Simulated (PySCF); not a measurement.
**Question.** Give a PBE0-D3(BJ)/def2-SVP geometry of InMe2(OH), `[CH3][In]([CH3])[OH]`.

**Answer.** 
```xyz
11
C2H7InO angstrom
In    -0.0715   -0.2759    0.0349
C      2.0569   -0.5231   -0.1355
H      2.5107    0.2389   -0.7841
H      2.2669   -1.5242   -0.5370
H      2.5095   -0.4471    0.8647
C     -1.4170    1.4123   -0.0386
H     -1.2086    2.0918    0.8014
H     -2.4635    1.0829    0.0200
H     -1.2683    1.9698   -0.9749
O     -0.9303   -2.0753    0.3370
H     -1.8866   -2.0357    0.4429
```

Orientation and origin are arbitrary. Atoms count from 1 in this order. The 4 heavy atoms lie in one plane (0.001 Å rms). In1 (indium bonded to 2 C and O) is planar (angles 134.7°, 115.9° and 109.3°, sum 360.0°, 0.00 Å off the plane of its three neighbours).

Bonds between heavy atoms (Å): In1–C2 2.149, In1–C6 2.160, In1–O10 2.017.

Method used: PBE0-D3(BJ)/def2-SVP geometry optimisation, gas phase, def2 core potentials past Kr in PySCF.

Stationary, but not proved a minimum. One conformer, not necessarily the lowest (C2–In1–O10–H 179°).

The run took 30 s of wall time on one thread, AMD EPYC 7R43 (x86_64) (shared host), and the process peaked at 0.40 GiB of memory. That covers the optimisation of the geometry.
